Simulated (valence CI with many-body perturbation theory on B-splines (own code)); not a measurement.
# Energy levels of Ir28+

Calculated by configuration interaction combined with many-body perturbation theory (CI+MBPT): three valence electrons over a frozen Dirac-Fock core [Kr] 4d10, radial functions for each j: 8 s, 8 p, 9 d, 9 f, 6 g, 3 h, 2 i, with the one-electron correlation potential Σ1 (screened to all orders), the two-electron term Σ2, the three-electron term Σ3, Breit, model QED; selected single and double excitations, second order for the rest, scaled by the run's own slope (own B-spline code, finite nucleus).

The last digits are not significant, and no measured levels were compared; by estimate large intervals hold to a few tenths of a per cent, small ones and those within an open d or f shell to about a per cent. Core correlation moves these levels by up to 50000 cm⁻¹, and in measured spectra 5 to 20 % of such shifts remained as error; rates that hang on mixing are uncertain with them.

Levels 1 to 45 of 64, with energies above the lowest level, 4f³ ⁴I°_9/2. "Leading %" is the weight of the configuration and term that name the level; weights of strongly mixed levels are sums over their largest components and can fall short. In the jj column 3d3/2^4 stands for four electrons in 3d with j = 3/2. Lifetimes count E1, E2, E3, M1 and M2 decay at the calculated energies, and are blank where another channel may lead or the interval is too uncertain; long ones can be off by a factor of two.

```csv
No.,Configuration,Term,J,E (eV),Leading %,Leading jj,g,Lifetime
1,4f³,⁴I°,9/2,0.00,79,4f5/2^3 (87 %),0.768,
2,4f³,⁴I°,11/2,3.49,94,4f5/2^2 4f7/2 (95 %),0.970,1.24 ms
3,4f³,⁴F°,3/2,4.80,56,4f5/2^3 (84 %),0.663,
4,4f³,⁴I°,13/2,6.22,87,4f5/2 4f7/2^2 (53 %),1.084,2.34 ms
5,4f³,²G°,9/2,6.63,34,4f5/2^2 4f7/2 (84 %),1.009,1.12 ms
6,4f³,⁴F°,5/2,7.05,51,4f5/2^3 (54 %),0.897,10.9 ms
7,4f³,⁴S°,3/2,8.11,56,4f5/2^2 4f7/2 (90 %),1.525,3.71 ms
8,4f³,⁴G°,5/2,8.18,55,4f5/2^2 4f7/2 (73 %),0.775,4.26 ms
9,4f³,²G°,7/2,8.23,46,4f5/2^2 4f7/2 (93 %),1.049,7.00 ms
10,4f³,⁴I°,15/2,8.43,69,4f5/2 4f7/2^2 (45 %),1.150,6.98 ms
11,4f³,⁴G°,7/2,9.82,68,4f5/2^2 4f7/2 (85 %),1.049,2.34 ms
12,4f³,²K°,13/2,10.86,82,4f5/2 4f7/2^2 (52 %),0.960,692 μs
13,4f³,⁴F°,9/2,10.90,58,4f5/2 4f7/2^2 (78 %),1.175,1.21 ms
14,4f³,²H°,11/2,11.04,60,4f5/2 4f7/2^2 (57 %),1.111,1.42 ms
15,4f³,²D°,3/2,11.77,29,4f5/2^2 4f7/2 (48 %),1.142,1.12 ms
16,4f³,²P°,1/2,11.96,57,4f5/2^2 4f7/2 (92 %),0.373,1.51 ms
17,4f³,²G°,7/2,12.43,50,4f5/2 4f7/2^2 (92 %),1.014,860 μs
18,4f³,⁴G°,9/2,12.56,78,4f5/2 4f7/2^2 (74 %),1.113,967 μs
19,4f³,²D°,5/2,12.64,42,4f5/2^2 4f7/2 (80 %),1.189,1.46 ms
20,4f³,²L°,15/2,12.76,49,4f5/2^2 4f7/2 (56 %),1.035,975 μs
21,4f³,²H°,11/2,13.72,65,4f5/2^2 4f7/2 (57 %),1.052,2.14 ms
22,4f³,²D°,3/2,14.05,39,4f5/2 4f7/2^2 (55 %),1.125,1.19 ms
23,4f³,²D°,5/2,14.70,75,4f5/2 4f7/2^2 (88 %),1.196,897 μs
24,4f³,⁴G°,11/2,15.45,54,4f5/2 4f7/2^2 (80 %),1.119,1.16 ms
25,4f³,²H°,9/2,15.66,46,4f5/2 4f7/2^2 (42 %),1.065,745 μs
26,4f³,⁴D°,1/2,16.12,57,4f5/2 4f7/2^2 (92 %),0.283,1.50 ms
27,4f³,²I°,13/2,16.86,93,4f5/2 4f7/2^2 (95 %),1.064,1.58 ms
28,4f³,⁴D°,7/2,16.90,90,4f5/2 4f7/2^2 (67 %),1.392,1.61 ms
29,4f³,²D°,3/2,17.05,46,4f5/2 4f7/2^2 (75 %),1.037,470 μs
30,4f³,²K°,15/2,17.36,48,4f7/2^3 (55 %),1.014,554 μs
31,4f³,²L°,17/2,17.40,100,4f5/2 4f7/2^2 (100 %),1.056,1.82 ms
32,4f³,²H°,9/2,17.71,49,4f7/2^3 (58 %),1.030,596 μs
33,4f³,²F°,5/2,18.66,51,4f5/2 4f7/2^2 (91 %),1.035,330 μs
34,4f³,²D°,3/2,20.04,55,4f7/2^3 (79 %),1.024,449 μs
35,4f³,²H°,11/2,20.46,62,4f7/2^3 (73 %),1.075,466 μs
36,4f³,²F°,7/2,21.90,83,4f5/2 4f7/2^2 (57 %),1.138,501 μs
37,4f³,²D°,5/2,22.58,59,4f7/2^3 (77 %),1.113,365 μs
38,4f³,²G°,9/2,23.08,90,4f5/2 4f7/2^2 (77 %),1.090,860 μs
39,4f³,²G°,7/2,23.44,83,4f5/2^2 4f7/2 (47 %),0.930,1.17 ms
40,4f³,²F°,7/2,31.49,86,4f7/2^3 (52 %),1.121,202 μs
41,4f³,²F°,5/2,32.28,99,4f5/2 4f7/2^2 (83 %),0.858,
42,4f²5s,⁴H,7/2,152.15,88,4f5/2^2 5s (97 %),0.691,3.37 μs
43,4f²5s,⁴H,9/2,152.88,51,4f5/2^2 5s (95 %),0.970,2.04 μs
44,4f²5s,⁴F,3/2,154.73,85,4f5/2^2 5s (88 %),0.459,1.06 μs
45,4f²5s,⁴F,5/2,155.34,57,4f5/2^2 5s (86 %),1.013,1.01 μs
```

Names give the largest LS component (configuration and term), which can be under half, so a name can repeat, a term be missing and a line seem to break the LS rules; names also repeat where a configuration has a term twice.

The ionisation energy to 4f² ³H4 of the next ion comes out as 958.22 eV (NIST: 980 ± 50 eV (theoretical)). All 64 levels together are meant to be complete up to 172.17 eV.
